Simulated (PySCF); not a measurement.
PySCF 2.14 output of an unrestricted r2SCAN calculation on a single atom or ion in def2-TZVPPD (7s6p5d1f, 57 functions), with no relativity, point nucleus:

```
SCF conv_tol = 1e-09
number electrons alpha = 17  beta = 15
    J. W. Furness, A. D. Kaplan, J. Ning, J. P. Perdew, and J. Sun.,  J. Phys. Chem. Lett. 11, 8208-8215 (2020)
    J. W. Furness, A. D. Kaplan, J. Ning, J. P. Perdew, and J. Sun.,  J. Phys. Chem. Lett. 11, 9248-9248 (2020)
    J. W. Furness, A. D. Kaplan, J. Ning, J. P. Perdew, and J. Sun.,  J. Phys. Chem. Lett. 11, 8208-8215 (2020)
    J. W. Furness, A. D. Kaplan, J. Ning, J. P. Perdew, and J. Sun.,  J. Phys. Chem. Lett. 11, 9248-9248 (2020)
cycle= 1 E= -2400.32433402379  delta_E= -0.00886  |g|= 0.0934  |ddm|= 0.146
cycle= 2 E= -2400.32467487886  delta_E= -0.000341  |g|= 0.0764  |ddm|= 0.0658
cycle= 3 E= -2400.32536088317  delta_E= -0.000686  |g|= 0.00149  |ddm|= 0.0302
cycle= 4 E= -2400.32536188113  delta_E= -9.98e-07  |g|= 0.000229  |ddm|= 0.00156
cycle= 5 E= -2400.32536189505  delta_E= -1.39e-08  |g|= 5.99e-06  |ddm|= 0.000191
cycle= 6 E= -2400.32536189507  delta_E= -1.82e-11  |g|= 4.5e-07  |ddm|= 1.19e-05
converged SCF energy = -2400.32536189507  <S^2> = 2.0037326  2S+1 = 3.0024874
```

The run itself started from symmetry-adapted Hartree-Fock orbitals and held the occupation by maximum overlap, on a logarithmic radial grid, so the iterations belong to that start.

Question: Which element, charge and spin multiplicity is this?

Answer: Se²⁺ (selenium, charge +2), multiplicity 3; the state was [Ar] 3d10 4s2 4p2, high-spin 3P determinant.
